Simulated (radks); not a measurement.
Gd+, 63 electrons, occupied as [Xe] 4f7 5d1 6s1 (the NIST ground configuration). Method: scalar-relativistic Kohn-Sham, LDA (Slater exchange, Perdew-Zunger correlation), spin-unpolarised, spherical densities, finite nucleus; Fermi nuclear charge, rms radius 5.1569 fm; computed with a radial shooting solver on a logarithmic mesh with Libxc functionals.

Unscreened Slater integrals over Kohn-Sham orbitals (cm^-1). Empty in this configuration: 6p.

integral    value
F0(5d,5d)   78083
F2(5d,5d)   39399
F4(5d,5d)   25554
F0(5d,6s)   61855
G2(5d,6s)   20132
F0(5d,4f)  101960
F2(5d,4f)   23976
F4(5d,4f)   11570
G1(5d,4f)   11990
G3(5d,4f)  9263.5
G5(5d,4f)  6946.1
F0(5d,5p)   93914
F2(5d,5p)   42511
G1(5d,5p)   48218
G3(5d,5p)   29442
F0(5d,6p)   51359
F2(5d,6p)   19173
G1(5d,6p)   12640
G3(5d,6p)  9307.7
F0(6s,6s)   54596
F0(6s,4f)   70989
G3(6s,4f)  2673.0
F0(6s,5p)   67618
G1(6s,5p)  5395.5
F0(6s,6p)   47496
G1(6s,6p)   29204
F0(4f,4f)  237930
F2(4f,4f)  111250
F4(4f,4f)   69441
F6(4f,4f)   49857
F0(4f,5p)  151850
F2(4f,5p)   52782
G2(4f,5p)   28278
G4(4f,5p)   21636
F0(4f,6p)   56622
F2(4f,6p)  6593.3
G2(4f,6p)  1747.3
G4(4f,6p)  1565.4
F0(5p,5p)  126850
F2(5p,5p)   68069
F0(5p,6p)   54539
F2(5p,6p)   12019
G0(5p,6p)  2308.1
G2(5p,6p)  3065.8
F0(6p,6p)   43027
F2(6p,6p)   23524

Derived for the open shells (J is the average intra-shell exchange parameter used in DFT+U). 4f: F4/F2 = 0.624, F6/F2 = 0.448, J = (286 F2 + 195 F4 + 250 F6)/6435 = 8986 cm^-1. 5d: Racah B = F2/49 - 5 F4/441 = 514.3 cm^-1, C = 35 F4/441 = 2028 cm^-1, C/B = 3.94, F4/F2 = 0.649, J = (F2 + F4)/14 = 4640 cm^-1.
